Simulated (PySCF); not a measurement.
BeB⁺: input and log

State: ¹Σ⁺ (singlet), closed shell.

An equivalent input (the run itself took its basis sets from the Basis Set Exchange, started from a PBE0 density and held the occupation σ 4α 4β):

```python
from pyscf import gto, scf, cc
mol = gto.M(atom='Be 0 0 0; B 0 0 2.217', basis={'Be': 'def2-SVPD', 'B': 'def2-SVPD'},
            charge=1, spin=0, verbose=4, symmetry='C2v')
mf = scf.RHF(mol)
mf.irrep_nelec = {'A1': 8}
mf.conv_tol = 1e-9
mf.max_cycle = 60
mf.diis_space = 10
mf.kernel()
mycc = cc.CCSD(mf, frozen=[0])
mycc.run(conv_tol=1e-7, conv_tol_normt=1e-5, max_cycle=80, diis_space=8)
et = mycc.ccsd_t()
```

The SCF ended at -38.80599627 hartree. The coupled-cluster part of the log:

```
******** <class 'pyscf.cc.ccsd.CCSD'> ********
CC2 = 0
CCSD nocc = 3, nmo = 31
frozen orbitals [0]
max_cycle = 80
direct = 0
conv_tol = 1e-07
conv_tol_normt = 1e-05
diis_space = 8
diis_start_cycle = 0
diis_start_energy_diff = 1e+09
Init t2, MP2 energy = -38.874639176373  E_corr(MP2) -0.0686429014005714
Init E_corr(CCSD) = -0.0686429014016361
cycle = 1  E_corr(CCSD) = -0.0883025466909745  dE = -0.0196596453  norm(t1,t2) = 0.0823672
cycle = 2  E_corr(CCSD) = -0.0966638406260307  dE = -0.00836129394  norm(t1,t2) = 0.049373
cycle = 3  E_corr(CCSD) = -0.106124458344884  dE = -0.00946061772  norm(t1,t2) = 0.0317906
cycle = 4  E_corr(CCSD) = -0.107027002190007  dE = -0.000902543845  norm(t1,t2) = 0.00993032
cycle = 5  E_corr(CCSD) = -0.106620650363758  dE = 0.000406351826  norm(t1,t2) = 0.00499045
cycle = 6  E_corr(CCSD) = -0.10675022740258  dE = -0.000129577039  norm(t1,t2) = 0.00160464
cycle = 7  E_corr(CCSD) = -0.106629942437739  dE = 0.000120284965  norm(t1,t2) = 0.000440735
cycle = 8  E_corr(CCSD) = -0.106654239786797  dE = -2.42973491e-05  norm(t1,t2) = 0.000149219
cycle = 9  E_corr(CCSD) = -0.10665750627917  dE = -3.26649237e-06  norm(t1,t2) = 4.9971e-05
cycle = 10  E_corr(CCSD) = -0.106655322434693  dE = 2.18384448e-06  norm(t1,t2) = 2.49787e-05
cycle = 11  E_corr(CCSD) = -0.106655627630404  dE = -3.05195711e-07  norm(t1,t2) = 1.22376e-05
cycle = 12  E_corr(CCSD) = -0.106655790980908  dE = -1.63350504e-07  norm(t1,t2) = 6.48281e-06
cycle = 13  E_corr(CCSD) = -0.106655883677584  dE = -9.26966765e-08  norm(t1,t2) = 1.97407e-06
CCSD converged
E(CCSD) = -38.91265215865003  E_corr = -0.1066558836775844
CCSD(T) correction = -0.00362927914803173
```

T1 diagnostic 0.041, D1 0.093, 6 electrons correlated.

Repeating this along the bond gives Re = 2.223 Å and ωe = 452 cm⁻¹.

A point of this curve took 0.19 CPU seconds beside 0.012 for the integrals, on Arm Neoverse V2 (shared host).

Correlated steps freeze 1 core orbital. The CCSD T1 diagnostic is raised, a sign that a single reference may not be enough here.
